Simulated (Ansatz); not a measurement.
C2H3GaS, SMILES `C#[C][GaH][SH]`. The species carries charge 0 and has multiplicity 1.

```xyz
7

C    -1.689    1.235    0.082
C    -0.667    0.626    0.295
Ga    0.945   -0.344    0.612
S     1.624   -1.670   -0.996
H    -2.591    1.774   -0.103
H     1.784   -0.250    1.913
H     0.594   -1.369   -1.804
```

Question: What are the harmonic wavenumbers in cm⁻¹ at PBE0-D4/def2-TZVP (Ansatz, finite differences of forces, unscaled)? (Best estimate.)

Answer: The calculation gave: 90, 181, 277, 323, 411, 489, 497, 596, 713, 722, 742, 2043, 2137, 2716, 3460.

Question: Is this a minimum?

Answer: Yes, all 15 modes are real.

Question: Give the ideal-gas thermochemistry at 298.15 K and 1 bar (rigid rotor, harmonic oscillator; point group Cs, symmetry number 1).

Answer: Zero-point energy 92.1 kJ/mol; H(298) − E = 111.0 kJ/mol; entropy 333.4 J/(mol·K), of which translation 169.4, rotation 112.0, vibration 51.9; G(298) − E = 11.6 kJ/mol. Modes under 100 cm⁻¹ are hindered rotations or soft bends, so the harmonic entropy is rough.
